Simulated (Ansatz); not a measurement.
The same path of CH₈O₂Si₂ (13 atoms, charge 0, multiplicity 1) was run twice with different band settings. Lost on the way: C2–H8. Made: O1–H8.

Theory: RKS PBE-D4/def2-SVP in Ansatz.

Relaxed end points:

```xyz
13
Properties=species:S:1:pos:R:3
O -2.059 1.580 0.546
C -1.594 0.248 0.355
Si 0.309 0.297 0.505
O 0.729 1.720 -0.343
Si 1.418 -1.581 -0.398
H -1.436 2.153 0.052
H -1.909 -0.185 -0.631
H -2.048 -0.399 1.136
H 0.712 0.555 1.928
H 0.923 1.589 -1.287
H 1.107 -1.688 -1.870
H 0.955 -2.849 0.271
H 2.913 -1.475 -0.247
```

```xyz
13
Properties=species:S:1:pos:R:3
O -2.377 0.999 0.557
C -1.291 -0.048 -0.092
Si 0.422 0.362 0.326
O 1.229 1.807 -0.133
Si 1.406 -1.637 -0.442
H -2.016 1.912 0.591
H -1.703 -0.183 -1.107
H -2.440 0.691 1.484
H 0.506 0.518 1.828
H 1.396 1.851 -1.093
H 0.688 -2.116 -1.680
H 1.341 -2.730 0.593
H 2.859 -1.460 -0.817
```

Common settings: spring 5.0 eV/Å²; optimiser quadratic models (default); start path through a guess of the saddle point; force threshold 0.05 eV/Å; iteration limit 60; end points relaxed.

| run | movable images | climbing image |
| --- | --- | --- |
| 1 | 5 | yes |
| 2 | 8 | no |

Question: What does each run give, and how far can it be trusted?

Answer: Run 1: converged after 58 iterations, highest image 3.223 eV above the first end. Neighbouring images differ by up to 2.1 eV, so the band resolves the path poorly. A vibrational analysis at the climbing image gives one clearly imaginary mode, 163i cm⁻¹: a first-order saddle point.
Run 2: converged after 20 iterations, highest image 3.196 eV above the first end. Beside the main top the profile has a ripple of under 15 meV (maxima at images 3, 8), which may be a very shallow well or noise. Neighbouring images differ by up to 2.7 eV, so the band resolves the path poorly. The top lies less than 8 meV above the higher end, about what the thresholds resolve: that end is a shoulder or a very shallow well. No image climbed, so the highest image needn't sit at the top of the path.
The orbitals stay closed-shell, which can raise the energy where a bond breaks towards radicals; this wasn't checked here.
